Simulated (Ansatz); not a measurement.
Start from `C=C(Br)CC` and change one atom or group to get `BC(=C)Br`.

Ansatz, PBE0-D4/def2-TZVP geometries, multiplicity 1. Each molecule was computed in one conformer, which needn't be the lowest.

Scalar relativity is left out up to krypton. Spin–orbit coupling is left out; it splits and shifts lone-pair levels of the heavy atoms by tenths of an eV.

```
                                      property  `C=C(Br)CC`
size of the dipole moment (PBE/def2-TZVPP) / D         1.64
          HOMO–LUMO gap (PBE0/def2-TZVPP) / eV         7.08
         LUMO energy (ωB97M-V/def2-TZVPP) / eV         1.94
           LUMO energy (B3LYP/def2-TZVPP) / eV        -0.36
             LUMO energy (PBE/def2-TZVPP) / eV        -1.11
            HOMO energy (PBE0/def2-TZVPP) / eV        -7.21
```

**Question.** Give the same properties after the change, and the shifts. (Estimate.)

**Answer.** Computed: 
| property | `BC(=C)Br` | shift |
| --- | --- | --- |
| size of the dipole moment (PBE/def2-TZVPP) / D | 1.72 | 0.08 |
| HOMO–LUMO gap (PBE0/def2-TZVPP) / eV | 5.12 | -1.96 |
| LUMO energy (ωB97M-V/def2-TZVPP) / eV | -0.49 | -2.43 |
| LUMO energy (B3LYP/def2-TZVPP) / eV | -2.72 | -2.36 |
| LUMO energy (PBE/def2-TZVPP) / eV | -3.50 | -2.39 |
| HOMO energy (PBE0/def2-TZVPP) / eV | -7.66 | -0.45 |

With PBE0 the HOMO falls by 0.45 eV and the LUMO falls by 2.40 eV, so the gap narrows by about 1.95 eV. PBE moves the HOMO by -0.49 eV and ωB97M-V by -0.41 eV. The zero-point energy changes by -120.5 kJ/mol with -12 modes. Dipoles are sizes alone; their direction can turn.

B3LYP here is the variant with VWN-RPA as its local correlation; programs differ in this.

Positive LUMOs are unbound, so they and the gaps depend on the basis.
